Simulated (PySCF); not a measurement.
Adding and removing an electron: SnF

UHF-CCSD(T); basis Sn cc-pVDZ-PP with ECP28, F cc-pVDZ; scalar-relativistic core potentials; PySCF 2.14. Neutral (UHF): doublet (π ↑), Re = 1.972 Å, ωe = 603 cm⁻¹, De = 4.15 eV.

SnF⁺ (RHF): singlet (closed shell), Re = 1.913 Å, ωe = 690 cm⁻¹, De = 4.50 eV to Sn⁺ + F. The energies at the minima are -313.08392 hartree for SnF and -312.83448 for SnF⁺.

Question: Work out the adiabatic ionisation energy, without and with harmonic zero-point energies (1 hartree = 27.2114 eV, 1 eV = 8065.5 cm⁻¹), and the change of the bond length.

Answer: At CCSD(T): 0.24944 hartree = 6.788 eV between the minima; the zero-point term (690.0 − 603.0)/2 cm⁻¹ = +0.005 eV makes it 6.793 eV. Re changes by -5.9 pm against the neutral. The electron leaves a π orbital, and the shorter bond of the ion fits an antibonding orbital, or a change in how ionic the bond is.

Correlated steps freeze 5 core orbitals. Correlated levels converge slowly with the basis: in double zeta they bind strong bonds too weakly, by up to about 1 eV, and carry superposition errors of some tenths. Spin–orbit coupling is left out, which matters for elements this heavy, above all for dissociation energies. For an ion De counts to the pair picked by the measured ionisation energies or electron affinities, which need not be the lowest pair at this level. Where the molecule has an RHF reference, its open-shell atoms are computed with UHF. States were picked by a PBE0 search and need not be the measured ground states.

Neutral and ion stand on different kinds of reference determinant, which adds to the error of the difference.
